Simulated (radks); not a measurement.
Values are calculated unless marked as measured or tabulated.
Problem. The mean radii <r> (bohr) of the occupied orbitals of an atom or ion are listed with their occupations. Code: a radial shooting solver on a logarithmic mesh with Libxc functionals. Model: scalar-relativistic Kohn-Sham, PBE, spin-polarised, spherical densities, finite nucleus; Fermi nuclear charge, rms radius of each element as measured or else 0.836 A^(1/3) + 0.57 fm.

| orbital | occ. | <r> |
|---|---|---|
| 1s up | 1 | 0.04861 |
| 1s down | 1 | 0.04861 |
| 2s up | 1 | 0.2177 |
| 2s down | 1 | 0.2173 |
| 2p up | 3 | 0.1907 |
| 2p down | 3 | 0.1903 |
| 3s up | 1 | 0.6102 |
| 3s down | 1 | 0.6134 |
| 3p up | 3 | 0.6163 |
| 3p down | 3 | 0.6207 |
| 3d up | 4 | 0.6035 |

Name the element and its charge. Open shells, if any, are filled with parallel spins first.

Solution. Z = 31, gallium, charge +9: Ga9+ in [Ar] 3d4. The 1s radius gives Z: for a bare nucleus <r> = (2 gamma + 1)/(2Z) with gamma = sqrt(1 - (Z/c)^2), 0.04755 bohr for Z = 31, and screening makes it slightly larger (0.04861 here). The occupations add up to 22, and the charge is Z minus that.
